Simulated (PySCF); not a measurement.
Job file and geometry (Å, from PBE0-D3(BJ)/def2-SVP) of an NMR shielding run on `CN(C)C(=O)[SiH](P)P`, C3H11NOP2Si, PySCF, GIAO PBE0/pcSseg-1 NMR shielding, non-relativistic, gas phase; density fitting, a coarse starting grid and PySCF grid level 2 are the driver's defaults:

```
$ OMP_NUM_THREADS=1 python probes_run.py task.json out

{"job": {"kind": "nmr", "xc": "PBE0", "basis": "pcSseg-1"}, "charge": 0, "multiplicity": 1}
C     -1.587506     0.386612    -1.130714
N     -1.386161    -0.181513     0.174014
C     -2.567892    -0.487246     0.943496
C     -0.161279    -0.479649     0.686730
O     -0.006811    -0.997329     1.783961
Si     1.480533    -0.076868    -0.261786
P      1.659886     2.171109    -0.520055
P      3.014186    -0.905315     1.163847
H     -0.626054     0.593605    -1.619202
H     -2.158798    -0.299231    -1.780547
H     -2.140361     1.339197    -1.067207
H     -3.169386     0.421855     1.111570
H     -3.198025    -1.227104     0.420643
H     -2.249604    -0.900136     1.908427
H      1.501017    -0.666717    -1.640020
H      1.847637     2.388397     0.879476
H      3.061440     2.128634    -0.798844
H      4.037607    -0.942129     0.161069
H      2.619116    -2.260034     0.944940
```

**Question.** Write the output of this run.

**Answer.** 
```
coarse grid: 17104 points
cycle   1  E = -1222.1957221163  dE =  7.762e-01  |g| = 8.291e-01  |ddm| = 3.867e+00
cycle   2  E = -1221.4240783678  dE =  7.716e-01  |g| = 2.067e+00  |ddm| = 3.050e+00
cycle   3  E = -1222.3335036371  dE = -9.094e-01  |g| = 1.374e-01  |ddm| = 2.547e+00
cycle   4  E = -1222.3362569992  dE = -2.753e-03  |g| = 9.687e-02  |ddm| = 2.341e-01
cycle   5  E = -1222.3383962928  dE = -2.139e-03  |g| = 2.336e-02  |ddm| = 9.467e-02
cycle   6  E = -1222.3385073373  dE = -1.110e-04  |g| = 7.947e-03  |ddm| = 2.431e-02
cycle   7  E = -1222.3385198472  dE = -1.251e-05  |g| = 1.580e-03  |ddm| = 6.695e-03
cycle   8  E = -1222.3385203735  dE = -5.263e-07  |g| = 5.396e-04  |ddm| = 2.101e-03
final grid: 150696 points
cycle   9  E = -1222.3939459406  dE = -1.660e-05  |g| = 1.166e-02  |ddm| = 2.715e-02
cycle  10  E = -1222.3938563114  dE =  8.963e-05  |g| = 2.432e-02  |ddm| = 2.675e-02
cycle  11  E = -1222.3939723364  dE = -1.160e-04  |g| = 2.358e-03  |ddm| = 1.959e-02
cycle  12  E = -1222.3939735665  dE = -1.230e-06  |g| = 1.986e-04  |ddm| = 2.236e-03
cycle  13  E = -1222.3939735757  dE = -9.182e-09  |g| = 5.601e-05  |ddm| = 2.912e-04
cycle  14  E = -1222.3939735764  dE = -6.903e-10  |g| = 3.040e-05  |ddm| = 1.025e-04
converged SCF energy = -1222.3939735764

GIAO shielding tensors (ppm)
atom      isotropic    diamagn.    paramagn.     s11        s22        s33       span
  0 C      145.385     247.577    -102.191    128.969    129.946    177.242     48.273
  1 N      125.282     333.455    -208.173    -17.145    166.342    226.650    243.795
  2 C      154.079     243.714     -89.635    124.390    153.610    184.236     59.846
  3 C        4.018     254.431    -250.413    -70.230      2.493     79.790    150.021
  4 O     -158.838     401.817    -560.655   -560.290   -208.315    292.093    852.383
  5 Si     376.871     882.270    -505.399    317.999    356.758    455.857    137.859
  6 P      579.020     967.478    -388.458    535.067    576.980    625.011     89.944
  7 P      585.737     966.960    -381.223    523.769    586.917    646.526    122.757
  8 H       27.702      31.743      -4.041     22.888     28.372     31.847      8.959
  9 H       28.572      29.994      -1.422     24.650     26.058     35.007     10.356
 10 H       28.524      30.186      -1.662     25.362     25.727     34.485      9.123
 11 H       29.289      28.228       1.061     24.333     27.286     36.249     11.916
 12 H       29.293      27.903       1.389     24.420     26.920     36.539     12.118
 13 H       26.583      29.674      -3.092     21.077     27.517     31.153     10.076
 14 H       25.702      30.852      -5.150     21.990     25.326     29.791      7.802
 15 H       29.346      29.595      -0.249     24.972     27.216     35.850     10.878
 16 H       29.532      29.166       0.366     24.474     27.089     37.033     12.559
 17 H       29.870      29.151       0.719     25.022     27.226     37.362     12.340
 18 H       29.162      29.562      -0.401     23.658     26.540     37.286     13.628
```

**Question.** Turn these shieldings into chemical shifts. Shifts are taken against calculated references (same method and geometry level): TMS for ¹³C (184.41 ppm) and ²⁹Si (351.99 ppm) and ¹H (31.27 ppm); ¹⁵N (265.67 ppm) against NH3; H2O for ¹⁷O (334.56 ppm); ³¹P (310.13 ppm) vs H3PO4.

**Answer.** Averaging equivalent atoms: C 3: 180.4; C 0/2: 34.7; N 1: 140.4; O 4: 493.4; Si 5: -24.9; P 6/7: -272.2; H 14: 5.56; H 8/9/10/11/12/13: 2.94; H 15/16/17/18: 1.79 ppm. Unscaled 17O shifts of doubly bonded oxygen tend to come out too high, by tens of ppm or more. Experimental scales use liquid or dissolved standards, which lie at an offset from isolated NH3 (liquid NH3: subtract about 20 ppm) and H2O (liquid H2O: subtract about 36 ppm) and H3PO4.

Size and cost of the density-fitted run: 212 basis functions, 47 s wall time on 1 thread of an Arm Neoverse V2, shared host; peak memory 0.99 GiB.
